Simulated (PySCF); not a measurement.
## Correlation energy of C+ (carbon, charge +1)

[He] 2s2 3d1, 2D determinant (an excited configuration). Calculation: PySCF 2.14, in dyall-av3z (15s9p3d2f, 71 functions); scalar relativity by spin-free X2C-1e. Frozen: 1s2; 3 electrons correlated; the 13 highest virtual orbitals of each spin left out.

| level | correlation energy (mhartree) |
| --- | --- |
| CCSD | -78.15 |
| (T) | -1.16 |
| CCSD(T) | -79.31 |

Diagnostics: T1 = 0.0078, D1 = 0.0136, largest double amplitude 0.155.

The outer electron is Rydberg-like, and this basis confines it to a smaller radius and binds it less than a complete one would. A double-excitation amplitude exceeds 0.15, a sign of near-degeneracy.

Cost of the coupled-cluster step: about 10 core-seconds, for 3 correlated electrons.

Iterations:

```
CC2 = 0
CCSD nocc = (np.int64(2), np.int64(1)), nmo = (57, 57)
frozen orbitals [[0, 58, 59, 60, 61, 62, 63, 64, 65, 66, 67, 68, 69, 70], [0, 58, 59, 60, 61, 62, 63, 64, 65, 66, 67, 68, 69, 70]]
max_cycle = 100
direct = 0
conv_tol = 1e-08
conv_tol_normt = 1e-06
diis_space = 8
diis_start_cycle = 0
Init t2, MP2 energy = -0.0573865740400183
Init E_corr(UCCSD) = -0.0573865740401079
cycle = 1  E_corr(UCCSD) = -0.0791812021974659  dE = -0.0217946282  norm(t1,t2) = 0.16943
cycle = 2  E_corr(UCCSD) = -0.0960272679838771  dE = -0.0168460658  norm(t1,t2) = 0.249451
cycle = 3  E_corr(UCCSD) = -0.0638405813934759  dE = 0.0321866866  norm(t1,t2) = 0.38566
cycle = 4  E_corr(UCCSD) = -0.0795984445519808  dE = -0.0157578632  norm(t1,t2) = 0.0424988
cycle = 5  E_corr(UCCSD) = -0.0779708297365803  dE = 0.00162761482  norm(t1,t2) = 0.0435717
cycle = 6  E_corr(UCCSD) = -0.0779923128391398  dE = -2.14831026e-05  norm(t1,t2) = 0.00369889
cycle = 7  E_corr(UCCSD) = -0.0782898837279293  dE = -0.000297570889  norm(t1,t2) = 0.00392197
cycle = 8  E_corr(UCCSD) = -0.0781655504837706  dE = 0.000124333244  norm(t1,t2) = 0.00361796
cycle = 9  E_corr(UCCSD) = -0.0781518132451036  dE = 1.37372387e-05  norm(t1,t2) = 0.00032571
cycle = 10  E_corr(UCCSD) = -0.0781487658631708  dE = 3.04738193e-06  norm(t1,t2) = 0.000104615
cycle = 11  E_corr(UCCSD) = -0.0781483020257257  dE = 4.63837445e-07  norm(t1,t2) = 3.76493e-05
cycle = 12  E_corr(UCCSD) = -0.078149063240718  dE = -7.61214992e-07  norm(t1,t2) = 9.83947e-05
cycle = 13  E_corr(UCCSD) = -0.0781486271524681  dE = 4.3608825e-07  norm(t1,t2) = 1.48731e-05
cycle = 14  E_corr(UCCSD) = -0.0781485935374861  dE = 3.36149821e-08  norm(t1,t2) = 6.27604e-06
cycle = 15  E_corr(UCCSD) = -0.0781489506870071  dE = -3.57149521e-07  norm(t1,t2) = 3.87748e-06
cycle = 16  E_corr(UCCSD) = -0.0781489830652031  dE = -3.2378196e-08  norm(t1,t2) = 1.61486e-06
cycle = 17  E_corr(UCCSD) = -0.0781489334852062  dE = 4.95799969e-08  norm(t1,t2) = 8.67359e-07
cycle = 18  E_corr(UCCSD) = -0.0781489444758078  dE = -1.09906016e-08  norm(t1,t2) = 1.22721e-06
cycle = 19  E_corr(UCCSD) = -0.0781489059084464  dE = 3.85673614e-08  norm(t1,t2) = 6.25703e-07
cycle = 20  E_corr(UCCSD) = -0.078148912366725  dE = -6.45827855e-09  norm(t1,t2) = 5.86006e-07
UCCSD converged
E(UCCSD) = -36.70989724718481  E_corr = -0.078148912366725
UCCSD(T) correction = -0.00116238188439111
```
